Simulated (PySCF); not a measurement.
**UHF on P⁺ (phosphorus, charge +1)**

Configuration: [Ne] 3s2 3p2, high-spin 3P determinant. All numbers are calculated (PySCF 2.14, the non-relativistic Hamiltonian (point nucleus), in aug-cc-pV(T+d)Z with one added diffuse shell each of s, p, d, f type (7s6p5d3f, 71 functions)).

```
Total energy                                                  : -340.352334 hartree
One-electron energy                                           : -465.7794 hartree
Hartree (Coulomb) energy                                      : 147.7932 hartree
Exchange energy                                               : -22.3661 hartree
Kinetic energy                                                : 340.31861 hartree
⟨S²⟩                                                          : 2.0133
⟨L²⟩                                                          : 2.040
Sum of ⟨r⟩                                                    : 12.09 bohr
Sum of ⟨r²⟩                                                   : 20.88 bohr²
Traceless quadrupole moment −½Σ⟨3z² − r²⟩ along its main axis : 2.14 e·bohr²
Density at the nucleus (Gaussians lack the cusp)              : 2150 bohr⁻³
Spin density at the nucleus                                   : 0.0622 bohr⁻³
Langevin diamagnetic susceptibility                           : -16.5 ×10⁻⁶ cm³/mol
```

```json
{"shell": "1s α", "electrons": "1", "mean orbital energy (hartree)": "-80.39002", "spread (hartree)": "0", "rms radius, mean of both spins (bohr)": "0.120"}
{"shell": "1s β", "electrons": "1", "mean orbital energy (hartree)": "-80.37379", "spread (hartree)": "0", "rms radius, mean of both spins (bohr)": "0.120"}
{"shell": "2s α", "electrons": "1", "mean orbital energy (hartree)": "-7.92316", "spread (hartree)": "0", "rms radius, mean of both spins (bohr)": "0.562"}
{"shell": "2s β", "electrons": "1", "mean orbital energy (hartree)": "-7.90532", "spread (hartree)": "0", "rms radius, mean of both spins (bohr)": "0.562"}
{"shell": "2p α", "electrons": "3", "mean orbital energy (hartree)": "-5.81781", "spread (hartree)": "0.01592", "rms radius, mean of both spins (bohr)": "0.540"}
{"shell": "2p β", "electrons": "3", "mean orbital energy (hartree)": "-5.78569", "spread (hartree)": "0.02022", "rms radius, mean of both spins (bohr)": "0.540"}
{"shell": "3s α", "electrons": "1", "mean orbital energy (hartree)": "-1.13805", "spread (hartree)": "0", "rms radius, mean of both spins (bohr)": "1.99"}
{"shell": "3s β", "electrons": "1", "mean orbital energy (hartree)": "-0.93446", "spread (hartree)": "0", "rms radius, mean of both spins (bohr)": "1.99"}
{"shell": "3p α", "electrons": "2", "mean orbital energy (hartree)": "-0.72502", "spread (hartree)": "0", "rms radius, mean of both spins (bohr)": "2.30"}
```

Spin-orbit constants ζ (cm⁻¹) from the X2C one-electron operator on these orbitals (non-relativistic here): bare nucleus, nucleus screened by l(l+1)(2l+1)/3 electrons, and screened by the Breit-Pauli mean field of the electrons.

| shell | bare | screened nucleus | mean field |
| --- | --- | --- | --- |
| 2p | 5398 | 4678 | 4349 |
| 3p | 345.8 | 299.7 | 273.9 |

To first order the Landé constant is A = 137.0 cm⁻¹, so the lowest level has J = 0 and lies 0.0340 eV below the centre of the term. This holds in LS coupling only.
